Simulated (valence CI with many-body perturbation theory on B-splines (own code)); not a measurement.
Forbidden lines of Tc²¹⁺

Computed by valence CI with perturbative core correlation (CI+MBPT): four valence electrons over a frozen Dirac-Fock core [Ar], a basis of 9 s, 9 p, 10 d, 8 f, 5 g, 3 h, 1 i functions for each j, with the one-electron correlation potential Σ1 (screened to all orders), the two-electron term Σ2, the three-electron term Σ3, Breit, model QED; selected single and double excitations, second order for the rest (own B-spline code, finite nucleus).

No measured levels were compared; by estimate terms of the open shell hold to 2 to 4 % of their energy, and close levels can change places. Core correlation moves these levels by up to 9700 cm⁻¹, and in measured spectra 5 to 20 % of such shifts remained as error; rates that hang on mixing are uncertain with them. Only levels of the ground parity were solved; by the run's estimate the other parity begins above the list, which can be wrong where configurations are misplaced.

Lines 51 to 100 of 120 in falling wavelength, among levels below 53.106 eV, chosen from the decays that carry over 1 % of a level's rate. Wavelengths and rates use the calculated energies, so an error of 2000 cm⁻¹ moves a line at 173.9 nm by 3.5 % and its rate by three times that or more. S is in atomic units (e²a₀⁴ for E2 and M2, e²a₀⁶ for E3), for M1 in squared Bohr magnetons. Weak lines are less certain than strong ones. Lines between different terms over intervals too small for the method are left out, as are lines whose strength nearly cancels.

Names give the largest LS component (configuration and term), which can be under half, so a name can repeat, a term be missing and a line seem to break the LS rules; names also repeat where a configuration has a term twice. Letters in brackets count levels of one name in rising energy.

| λ vac (nm) | Upper | Lower | Type | A (s⁻¹) | S (a.u.) |
| --- | --- | --- | --- | --- | --- |
| 173.9 | 3d4 1G_4 [a] | 3d4 3G_4 [a] | M1 | 8.33e+02 | 1.46e+00 |
| 171.5 | 3d4 3H_5 | 3d4 5D_4 | M1 | 7.45e+01 | 1.53e-01 |
| 161.6 | 3d4 3F_3 [b] | 3d4 1G_4 [a] | M1 | 4.06e+02 | 4.45e-01 |
| 160.8 | 3d4 1D_2 [a] | 3d4 3P_2 [a] | M1 | 4.61e+02 | 3.56e-01 |
| 159.5 | 3d4 3P_0 [a] | 3d4 5D_1 | M1 | 4.13e+03 | 6.21e-01 |
| 159.0 | 3d4 3G_5 | 3d4 3H_4 | M1 | 1.17e+01 | 1.91e-02 |
| 153.5 | 3d4 3G_3 | 3d4 5D_3 | M1 | 7.38e+02 | 6.93e-01 |
| 149.3 | 3d4 3P_2 [c] | 3d4 3P_2 [b] | M1 | 5.73e+02 | 3.53e-01 |
| 144.8 | 3d4 3F_2 [a] | 3d4 5D_3 | M1 | 2.55e+01 | 1.44e-02 |
| 140.7 | 3d4 1F_3 | 3d4 3G_4 [b] | M1 | 1.40e+02 | 1.02e-01 |
| 139.5 | 3d4 1F_3 | 3d4 3P_2 [a] | M1 | 2.80e+02 | 1.97e-01 |
| 133.6 | 3d4 1S_0 [a] | 3d4 3P_1 [a] | M1 | 3.70e+03 | 3.27e-01 |
| 132.8 | 3d4 1G_4 [a] | 3d4 3H_5 | M1 | 2.66e+02 | 2.08e-01 |
| 131.7 | 3d4 3G_3 | 3d4 5D_2 | M1 | 3.98e+02 | 2.36e-01 |
| 131.4 | 3d4 3G_4 [a] | 3d4 5D_4 | M1 | 4.96e+02 | 3.75e-01 |
| 128.8 | 3d4 3F_2 [b] | 3d4 3D_1 | M1 | 6.02e+02 | 2.39e-01 |
| 128.5 | 3d4 3P_1 [a] | 3d4 5D_2 | M1 | 2.68e+03 | 6.33e-01 |
| 127.4 | 3d4 1F_3 | 3d4 3G_4 [a] | M1 | 2.02e+02 | 1.08e-01 |
| 125.2 | 3d4 3F_2 [a] | 3d4 5D_2 | M1 | 7.57e+02 | 2.76e-01 |
| 124.2 | 3d4 3F_4 | 3d4 3G_5 | M1 | 3.84e+02 | 2.45e-01 |
| 119.8 | 3d4 3D_1 | 3d4 3P_0 [a] | M1 | 1.07e+03 | 2.05e-01 |
| 119.6 | 3d4 3G_4 [b] | 3d4 5D_4 | M1 | 4.85e+02 | 2.77e-01 |
| 118.4 | 3d4 3F_2 [b] | 3d4 3P_2 [b] | M1 | 5.81e+02 | 1.79e-01 |
| 118.3 | 3d4 3F_4 | 3d4 3D_3 | M1 | 9.45e+02 | 5.22e-01 |
| 118.2 | 3d4 1D_2 [a] | 3d4 3F_2 [a] | M1 | 2.44e+02 | 7.45e-02 |
| 118.1 | 3d4 3G_4 [a] | 3d4 5D_3 | M1 | 1.56e+02 | 8.58e-02 |
| 115.4 | 3d4 1D_2 [a] | 3d4 3P_1 [a] | M1 | 3.89e+02 | 1.11e-01 |
| 112.9 | 3d4 1D_2 [a] | 3d4 3G_3 | M1 | 7.83e+02 | 2.09e-01 |
| 110.8 | 3d4 3F_3 [a] | 3d4 5D_4 | M1 | 4.37e+02 | 1.54e-01 |
| 109.3 | 3d4 3P_2 [a] | 3d4 5D_3 | M1 | 4.08e+02 | 9.86e-02 |
| 108.5 | 3d4 3G_4 [b] | 3d4 5D_3 | M1 | 3.50e+02 | 1.49e-01 |
| 108.3 | 3d4 3F_2 [a] | 3d4 5D_1 | M1 | 7.59e+02 | 1.79e-01 |
| 107.8 | 3d4 3F_4 | 3d4 3F_3 [a] | M1 | 1.71e+02 | 7.14e-02 |
| 106.3 | 3d4 1G_4 [a] | 3d4 3H_4 | M1 | 9.34e+01 | 3.74e-02 |
| 103.0 | 3d4 3F_3 [b] | 3d4 3D_3 | M1 | 1.52e+02 | 4.30e-02 |
| 102.0 | 3d4 1F_3 | 3d4 3G_3 | M1 | 3.45e+02 | 9.50e-02 |
| 101.5 | 3d4 3D_3 | 3d4 5D_4 | M1 | 5.68e+02 | 1.54e-01 |
| 101.2 | 3d4 3F_3 [a] | 3d4 5D_3 | M1 | 3.35e+02 | 9.01e-02 |
| 100.6 | 3d4 3F_4 | 3d4 3G_4 [b] | M1 | 1.62e+02 | 5.51e-02 |
| 98.25 | 3d4 3F_2 [b] | 3d4 3F_3 [a] | M1 | 1.69e+03 | 2.98e-01 |
| 97.74 | 3d4 3P_2 [a] | 3d4 5D_2 | M1 | 9.30e+00 | 1.61e-03 |
| 97.60 | 3d4 3G_5 | 3d4 5D_4 | M1 | 7.23e+01 | 2.74e-02 |
| 93.55 | 3d4 3F_4 | 3d4 3G_4 [a] | M1 | 1.26e+03 | 3.45e-01 |
| 93.43 | 3d4 3D_3 | 3d4 5D_3 | M1 | 4.00e+02 | 8.46e-02 |
| 91.68 | 3d4 3F_2 [b] | 3d4 3P_2 [a] | M1 | 1.52e+02 | 2.17e-02 |
| 91.24 | 3d4 3F_3 [a] | 3d4 5D_2 | M1 | 9.56e+01 | 1.88e-02 |
| 89.33 | 3d4 3F_3 [b] | 3d4 3G_4 [b] | M1 | 2.24e+02 | 4.15e-02 |
| 87.12 | 3d4 3P_2 [a] | 3d4 5D_1 | M1 | 1.46e+02 | 1.78e-02 |
| 86.89 | 3d4 1F_3 | 3d4 3H_4 | M1 | 2.81e+02 | 4.79e-02 |
| 86.14 | 3d4 3P_2 [c] | 3d4 3P_1 [a] | M1 | 3.30e+02 | 3.91e-02 |
